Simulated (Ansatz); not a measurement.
`[BH2][GeH2][CH2][SiH3]` + `N=CF` → `[BH2][GeH2][F]` + `N=CC[SiH3]`  (formal exchange of groups at a Ge–C bond)

Isolated molecules relaxed with PBE0-D4/def2-TZVP in Ansatz; ΔE leaves out vibrations. CCSD(T)/CBS adds triple-zeta CCSD(T) − MP2 to the extrapolated MP2 energy (def2 sets, frozen cores). This one scheme is used for every species. Functionals use def2-TZVPP. B3LYP here is the variant with VWN-RPA as its local correlation; programs differ in this. For Ge outer-core shells are correlated without core-valence functions, which leaves a few kJ/mol of doubt a bond. Scalar relativity is left out up to krypton. One conformer a species, not always the lowest.

`[BH2][GeH2][CH2][SiH3]`:

Cartesian coordinates in Å:
```
B 0.735 -1.502 -1.593
Ge 0.706 -1.067 0.418
C 0.379 0.839 0.783
Si -1.325 1.376 0.248
H 0.956 -0.650 -2.403
H 0.573 -2.619 -1.983
H -0.337 -1.905 1.186
H 2.092 -1.457 0.987
H 1.135 1.418 0.245
H 0.515 1.030 1.851
H -2.363 0.681 1.056
H -1.526 2.845 0.388
H -1.542 1.013 -1.182
```

`N=CF`:

Cartesian coordinates in Å:
```
N -0.292 0.862 -0.290
C 0.092 -0.193 0.240
F 0.307 -0.239 1.551
H -0.410 0.735 -1.291
H 0.303 -1.165 -0.210
```

`[BH2][GeH2][F]`:

Z-matrix (Å, degrees):
```
Ge
F 1 1.751
B 1 2.052 2 110.0
H 1 1.541 2 105.0 3 -122.4
H 1 1.541 2 105.0 3 122.4
H 3 1.194 1 119.1 2 -180.0
H 3 1.192 1 121.6 2 -0.0
```

`N=CC[SiH3]`:

Z-matrix (Å, degrees):
```
C
C 1 1.491
Si 1 1.891 2 111.3
H 1 1.095 2 110.4 3 119.0
H 1 1.094 2 111.0 3 -121.0
N 2 1.264 1 128.1 3 101.6
H 2 1.095 1 115.2 3 -76.4
H 3 1.485 1 109.6 2 -64.5
H 3 1.487 1 109.6 2 175.3
H 3 1.486 1 109.8 2 55.5
H 6 1.023 2 110.9 1 1.7
```

```tsv
level	ΔE (kJ/mol)	difference from CCSD(T)/CBS
PBE-D4	-65.0	7.8
r2SCAN-D4	-69.5	3.3
PBE0-D4	-66.4	6.4
B3LYP-D4	-75.0	-2.2
ωB97X-V	-72.8	0.0
ωB97M-V	-70.3	2.5
r2SCAN	-70.2	2.6
PBE0	-68.9	3.9
B3LYP	-79.2	-6.4
HF/def2-TZVPP	-88.0	-15.2
MP2/def2-TZVPP	-72.8	0.0
CCSD(T)/def2-TZVPP	-70.7	2.1
HF/def2-QZVPP	-90.6	-17.8
SCS-MP2/def2-QZVPP	-80.4	-7.6
HF/CBS(def2)	-91.0	-18.2
MP2/CBS(def2)	-74.9	-2.1
CCSD(T)/CBS	-72.8	0
```

Largest T1 diagnostic among the species: 0.013.

The D4 term adds +4.2 kJ/mol with B3LYP and +2.5 kJ/mol with PBE0; it sums over pairs of atoms, weighted by their polarisabilities, and B3LYP, whose exchange is more repulsive, gets the larger term. In def2-TZVPP, CCSD(T) changes the Hartree–Fock value by +17.3 kJ/mol (the triples alone add +2.3 kJ/mol) and MP2 by +15.2 kJ/mol.
